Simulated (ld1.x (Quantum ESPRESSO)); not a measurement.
# Building the TM potential for Au (LDA (PZ), scalar-relativistic).

ld1.x (Quantum ESPRESSO) 7.5 input, shortened:

```
&input
   title='Au', zed=79., rel=1, dft='PZ', iswitch=3,
   config='[Xe] 4f14 5d10 6s0.75 6p0.25'
 /
 &inputp
   pseudotype=2, tm=.true., lloc=2,
   nlcc=.true., new_core_ps=.true., rcore=1.05
 /
3
6S  1  0   0.75   0.00  2.05  2.05  0.0
5P  2  1   6.00   0.00  1.65  1.65  0.0
5D  3  2  10.00   0.00  2.35  2.35  0.0
 &test
   configts(1)='5p6 5d10 6s0.75 6p0.25'
 /
```

Occupied shells without a wave of their own: 6p. They enter only through the test configuration that unscreens the potential, and ld1.x also counts them in the model core charge.

All-electron outer shells of the reference configuration (LDA (PZ), scalar-relativistic, ld1.x):

```
shell  level (eV)  outermost node (bohr)  outermost maximum (bohr)
   5s     -109.37                   0.48                      0.84
   4f      -82.17                      –                      0.37
   5p      -60.65                   0.52                      0.96
   5d       -7.69                   0.56                      1.21
   6s       -6.53                   1.11                      2.29
   6p       -1.26                   1.32                      3.47
```

What the tests gave:

- Cutoffs needed: 50 Ry and 70 Ry (the cutoffs (Ry, on a coarse ladder) from which the occupation-weighted sum of valence levels, in a spherical-Bessel basis at the reference potential, stays within 10 and 1 mRy of its value at 400 Ry)
- Ghost test: ghost state, extra bound levels that the all-electron valence spectrum of the same l lacks: s at -52.9 eV; a true bound ghost makes a file unfit for plane-wave use (spherical-Bessel basis up to 400 Ry, 20 bohr box)
- Largest excitation error: -364 meV (all-electron minus pseudo) for 5p6 5d8 6s0 6p0, out of 7 test configurations

Note: ghost state, extra bound levels that the all-electron valence spectrum of the same l lacks: s at -52.9 eV. A true bound ghost makes a file unfit for plane-wave use. ld1.x takes every shell without a wave as core, so the model core holds the 6p electrons as well and exchange and correlation see them twice. This cancels in the reference configuration, but the file is broken for other ones, and its errors say nothing about a proper core correction.

Generation and tests took about 3.4 s on one core of a shared server CPU.
